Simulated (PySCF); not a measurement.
**Vertical excitation energies**

Compound: C4H2FNOS.
InChI=1S/C4H2FNOS/c5-3-1-6-8-4(3)2-7/h1-2H

Computed, not measured: TDDFT CAM-B3LYP/def2-SVPD, vertical, gas phase, core orbitals frozen in the response (PySCF). Isolated species at its GFN2-xTB geometry (one conformer only). Torsions of this conformer, `[O:1]=[CH:2][c:3]1[s:4][n:5][cH:6][c:7]1[F:8]`: O1–C2–C3–S4 0°.

Q: Predict the UV-vis stick spectrum at this level.

A: 

```
state  E (eV)  ν̃ (cm⁻¹)       f  symmetry  main configurations (H = HOMO, L = LUMO)
   S1    3.74      30190  0.0005         –                               H-1→L (88%)
   S2    4.85      39080   0.091        A′                                 H→L (91%)
   S3    5.02      40490  0.0023        A″                               H-3→L (91%)
   S4    5.26      42390   0.217        A′                               H-2→L (90%)
   S5    6.36      51280  0.0019         –                  H→L+1 (75%), H→L+3 (11%)
   S6    6.94      55960  0.0016         –                             H-2→L+1 (74%)
   S7    7.00      56480  0.0007         –                H-4→L (55%), H-1→L+2 (22%)
   S8    7.12      57410  0.0012         –                H-1→L+2 (48%), H-4→L (26%)
```

Triplets, Tamm–Dancoff:

```tsv
state	E (eV)	λ (nm)	main configurations (H = HOMO, L = LUMO)
T1	3.23	383.8	H-1→L (84%), H-1→L+2 (10%)
T2	3.34	371.5	H-2→L (50%), H→L (45%)
T3	3.59	345.3	H→L (50%), H-2→L (43%)
```

The lowest singlet comes at 331 nm (361 kJ/mol) in the ultraviolet; it is very weak; its leading configuration is HOMO-1→LUMO (88%). The most intense listed level is S4 at 5.26 eV (236 nm, f = 0.217), 1.51 eV above S1. Löwdin shares by element: HOMO sulfur 37%, carbon 34% or more, fluorine 10% (atoms not listed hold the other 19%); LUMO carbon 17% or more, nitrogen 17%, oxygen 16%, sulfur 14% (atoms not listed hold the other 36%). Weighted by f, the mean energy of these states is 5.16 eV. Orbital energies (eV): HOMO-3 -10.62, HOMO-2 -9.87, HOMO-1 -9.71, HOMO -9.49, LUMO -1.78, LUMO+1 0.68, LUMO+2 0.79. The oscillator strengths of these states sum to 0.316; summed over the whole spectrum of an exact calculation they would give the number of electrons, 66 (Thomas–Reiche–Kuhn). Symmetry labels in Cs follow from the direction of the transition dipole and are given only for states with f of 0.002 or more. The window holds the lowest 8 singlets.
